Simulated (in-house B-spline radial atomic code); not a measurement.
**BSE on G0W0@HF excitations of Re7+**

Method: BSE on G0W0@HF. Computed with a B-spline radial code for spherical atoms: linear response of the closed shell [Xe] 4f14 with a statically screened interaction on G0W0 levels; scalar-relativistic (spin-free one-electron X2C), finite nucleus, no spin-orbit coupling, no double excitations, S, P, D and F terms only; shells from n = 3 respond. Only terms of natural parity with L up to 3 were computed.

Spin-orbit coupling is strong here, so these LS terms don't match observed levels.

Command:
```bash
python run_td.py task.json out
```
Settings (radii: box in bohr, nucleus in fm):
```
Z                        75
electrons                68
configuration            [Xe] 4f14
hamiltonian              x2c
method                   bse
box_radius               12.81
rms_radius               5.3698
intervals                69
```

Time taken, with all properties: 8.5 s on 1 thread of Arm Neoverse N1, with other jobs on the host.

The lowest states, in the order of their Tamm-Dancoff energies; the method's threshold (minus the highest G0W0 level) is 148.59 eV. Labels give the largest channel, * marks a mixed state, and oscillator strengths are full-response dipole values. Energies in eV:

| state | full response | Tamm-Dancoff | oscillator strength |
| --- | --- | --- | --- |
| 5p → 5d 3P | 46.94 | 47.04 | - |
| 5p → 5d 3F | ? | ? | - |
| 5p → 5d 1F | 51.01 | 51.05 | - |
| 4f → 5d 3P | 51.02 | 51.05 | - |
| 4f → 5d 3F | 52.52 | 52.53 | - |
| 4f → 5d 1P* | 52.45 | 52.67 | 0.155 |
| 4f → 5d 1F | 53.15 | 53.16 | - |
| 5p → 5d 1P* | 60.76 | 62.68 | 5.79 |
| 5p → 6s 3P | 66.76 | 66.77 | - |
| 5p → 6s 1P | 67.68 | 67.72 | 1.08 |
| 4f → 6s 3F | 70.89 | 70.90 | - |
| 4f → 6s 1F | 71.12 | 71.12 | - |
| 5p → 6p 3S | ? | ? | - |
| 5p → 6p 3D | 79.43 | 79.44 | - |
| 5p → 6p 1D | 80.00 | 80.01 | - |
| 5p → 6p 1S | 81.81 | 81.96 | - |
| 4f → 6p 3D | 83.63 | 83.64 | - |
| 4f → 6p 1D | 84.02 | 84.03 | - |

Problem. Where does 5p → 6p 3S lie?

Solution. At 78.13 eV in full response, 78.15 eV in Tamm-Dancoff.

Problem. Where does 5p → 5d 3F lie?

Solution. At 47.97 eV in full response, 48.12 eV in Tamm-Dancoff.

Problem. How large is the singlet-triplet splitting of 5p → 5d (F terms) in Tamm-Dancoff?

Solution. 2.93 eV, from the unrounded values.

Problem. What polarisabilities and dispersion coefficient does the method give?

Solution. Dipole 1.655 bohr³, quadrupole 1.887 bohr⁵, C6 5.629 hartree·bohr⁶ for two such species.
